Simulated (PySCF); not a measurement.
## Ionisation energy of Ta⁶⁷⁺ by level of theory

Ta⁶⁷⁺ [He] 2s2 2p2 [2p1/2^2, M_J = 0] → Ta⁶⁸⁺ [He] 2s2 2p1 [2p1/2^1, M_J = 1/2], as a difference of total energies. All numbers are calculated (PySCF 2.14, the two-component X2C-1e Hamiltonian, in an even-tempered Gaussian basis (16 s from 52 bohr⁻², ratio 2.4; 13 p from 68 bohr⁻², ratio 2.4; 5 d from 220 bohr⁻², ratio 2.6; 4 f from 330 bohr⁻², ratio 2.6)). Correlated levels: nothing frozen; the 28 highest virtual spinors dropped. "Screened" scales the spin-orbit matrix elements by Boettger's factors to mimic the two-electron term; Breit and QED terms are absent.

```json
{"method": "GHF (spin-free)", "ionisation energy (eV)": "16942.6"}
{"method": "GMP2 (spin-free)", "ionisation energy (eV)": "16942.8"}
{"method": "GHF (screened spin-orbit)", "ionisation energy (eV)": "17871.9"}
{"method": "GMP2 (screened spin-orbit)", "ionisation energy (eV)": "17874.1"}
```

How much does correlation contribute at GMP2 (screened spin-orbit)?

17874.1 − (17871.9) = 2.2 eV, measured against GHF (screened spin-orbit).

For this ion Breit and QED terms and the two-electron picture change, all absent here, outweigh the correlation shift from GHF to GMP2.

The spin-free rows relax to the high-spin LS determinant and lack the spin-orbit shift.

The labels give the starting determinants; with spin-orbit coupling the two ends relaxed to ⟨J²⟩ = 0.00, ⟨L²⟩ = 1.33, ⟨S²⟩ = 1.33 and ⟨J²⟩ = 0.75, ⟨L²⟩ = 2.00, ⟨S²⟩ = 0.75.

For comparison: 17840 ± 40 eV (theoretical estimate listed by NIST; NIST Atomic Spectra Database, ionization energies).
